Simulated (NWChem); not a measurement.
System: C2H5B; SMILES BC=C

```xyz
8

B      0.2018     1.3517     0.0001
H      1.4123     1.4019    -0.0051
H     -0.4305     2.3831     0.0069
C     -0.4888    -0.0269    -0.0011
C      0.2355    -1.1624     0.0005
H     -1.5822    -0.1197    -0.0012
H     -0.2196    -2.1601     0.0020
H      1.3310    -1.1282     0.0006
```
Atoms are numbered in this order, from 1.

Computed with NWChem. Pople sets run with spherical d functions. Medium grid unless said otherwise, to which SCAN and Minnesota functionals are sensitive. Coordinates come from a PBE0/def2-SVP optimisation.

For level B97-2/6-31G*:

```
Quantity                     Value
---------------------------  -----
highest occupied level (eV)  -7.96
orbital gap (eV)              6.19
```

Q: What are these values for level r2SCAN0/6-31G*?

A: 
- highest occupied level (eV) = -8.39
- orbital gap (eV) = 6.74
